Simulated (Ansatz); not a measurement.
Consider the cleavage of the B–Si bond: `B[Si](C)(O)F` + `[NH2][AlH][OH]` → `B[O][AlH][NH2]` + `C[SiH](O)F`.

Gas-phase electronic energies from Ansatz, PBE0-D4/def2-TZVP geometries. CBS: MP2 limit from def2 TZ/QZ plus the TZ coupled-cluster correction, frozen cores. This one scheme is used for every species. Functionals use def2-TZVPP. One conformer a species, not always the lowest.

`B[Si](C)(O)F`:

Cartesian coordinates in Å:
```
B 1.445 -1.241 0.400
Si 0.319 0.281 -0.283
C -1.290 0.478 0.628
O 0.106 -0.009 -1.886
F 1.077 1.694 -0.132
H 2.470 -1.074 0.992
H 1.076 -2.369 0.250
H -1.903 -0.422 0.539
H -1.121 0.675 1.690
H -1.859 1.321 0.224
H -0.320 0.664 -2.421
```

`[NH2][AlH][OH]`:

Cartesian coordinates in Å:
```
N 0.061 -0.655 1.163
Al 0.234 0.388 -0.244
O -0.825 0.108 -1.541
H -0.613 -1.398 1.253
H 0.627 -0.589 1.992
H 1.328 1.527 -0.277
H -0.811 0.619 -2.347
```

`B[O][AlH][NH2]`:

Cartesian coordinates in Å:
```
B -1.904 -0.336 0.987
O -0.899 -0.085 0.152
Al 0.363 0.243 -0.919
N 2.009 0.174 -0.306
H -2.309 -1.465 1.111
H -2.400 0.566 1.615
H 0.040 0.597 -2.415
H 2.273 -0.047 0.641
H 2.826 0.352 -0.866
```

`C[SiH](O)F`:

Z-matrix (Å, degrees):
```
C
Si 1 1.851
H 1 1.093 2 110.5
H 1 1.093 2 110.6 3 -119.8
H 1 1.093 2 111.4 3 119.7
O 2 1.634 1 113.2 3 179.7
F 2 1.601 1 107.2 3 -59.2
H 2 1.477 1 113.7 3 59.6
H 6 0.958 2 119.0 1 51.4
```

```
   level  ΔE (kcal/mol)
BHLYP-D4          -44.5
  B2PLYP          -44.2
```

Task: What does CCSD(T)/CBS give? (An estimate is asked.)

Result: The calculation gave: -41.9 kcal/mol. The listed levels differ from it by -2.6, -2.3 kcal/mol.

Largest T1 diagnostic among the species: 0.013.

In def2-TZVPP, CCSD(T) changes the Hartree–Fock value by +3.4 kcal/mol (the triples alone add +0.1 kcal/mol) and MP2 by +2.1 kcal/mol. Leaving LDA and LC-ωPBE aside and taking each functional with its dispersion term where it has one, the values, not all of them listed here, spread over 4.8 kcal/mol, from BHLYP-D4 to revPBE-D4. LDA lies −2.2 kcal/mol from PBE without D4. From BLYP to BHLYP (50 % exact exchange), in def2-TZVPP and without D4, ΔE moves by −1.2 kcal/mol.

CCSD(T)/CBS has its own doubt, a few kJ/mol and more with outer-core shells, so smaller differences from it don't rank the levels.
